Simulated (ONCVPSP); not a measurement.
## Transferability test, ONCV potential for Bi (Z = 83)

ONCVPSP 4.0.1 input, shortened (lines: element, Z, core and valence counts, functional; n l f; lmax; l rc ep ncon nbas qcut; lloc lpopt rc5 dvloc0; l nproj debl; icmod fcfact rcfact), LDA (Perdew-Zunger), scalar-relativistic:

```
  Bi 83.00   13    2        3      upf
    1    0    2.00
    2    0    2.00
    2    1    6.00
    3    0    2.00
    3    1    6.00
    3    2   10.00
    4    0    2.00
    4    1    6.00
    4    2   10.00
    4    3   14.00
    5    0    2.00
    5    1    6.00
    5    2   10.00
    6    0    2.00
    6    1    3.00
    1
    0    1.95    0.00    5    8    2.70
    1    2.30    0.00    4    9    2.80
    4    4    1.55    2.00
    0    3    3.20
    1    2    3.90
    1    0.25    0.00
```

Energies are relative to the spin-unpolarised reference configuration 6s2 6p3; without spin polarisation the order of configurations can differ from experiment.

| valence configuration | charge | ΔE all-electron (eV) | error AE − PS (meV) |
| --- | --- | --- | --- |
| 6s2 6p2 | +1 | 8.154 | -13 |
| 6s2 6p1 | +2 | 23.719 | -76 |
| 6s2 6p0 | +3 | 47.434 | -255 |

What are ΔE and the potential's error for 6s1 6p4?

ΔE = 10.177 eV all-electron; the error (AE − PS) is -19 meV.

Levels in the configuration 6s2 6p0:

```
level  all-electron (eV)  pseudo (eV)
   6s            -40.477      -40.825
```

Note: ghosts flagged at negative energy: s at -197.9 eV; GHOST(+) flagged for p at 142.1 eV, s at 338.7 eV. A true bound ghost makes a file unfit for plane-wave use.
